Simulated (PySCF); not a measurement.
# Ionisation energy of Au(44+) by level of theory

Au(44+) [Ar] 3d10 4s2 4p5 [4p1/2^2 4p3/2^3, M_J = 3/2] → Au(45+) [Ar] 3d10 4s2 4p4 [4p1/2^2 4p3/2^2, M_J = 2], as a difference of total energies. Computed with PySCF 2.14 in an uncontracted even-tempered set (16 s from 5.8 bohr⁻², ratio 2.8; 14 p from 7.5 bohr⁻², ratio 2.8; 8 d from 13 bohr⁻², ratio 2.8; 4 f from 35 bohr⁻², ratio 3), with the two-component X2C-1e Hamiltonian. Correlated levels: [Ne] frozen; the 78 highest virtual spinors dropped. "Screened" scales the spin-orbit matrix elements by Boettger's factors to mimic the two-electron term; Breit and QED terms are absent.

```tsv
method	ionisation energy (eV)
GHF (spin-free)	2350.5
GMP2 (spin-free)	2351.9
GHF (screened spin-orbit)	2313.2
GMP2 (screened spin-orbit)	2314.7
```

Breit and QED terms and the two-electron picture change are absent.

The spin-free rows relax to the high-spin LS determinant and lack the spin-orbit shift.

The labels give the starting determinants; with spin-orbit coupling the two ends relaxed to ⟨J²⟩ = 3.75, ⟨L²⟩ = 2.09, ⟨S²⟩ = 0.84 and ⟨J²⟩ = 6.00, ⟨L²⟩ = 3.32, ⟨S²⟩ = 1.46.

For comparison: 2320 ± 4 eV (theoretical estimate listed by NIST; NIST Atomic Spectra Database, ionization energies).
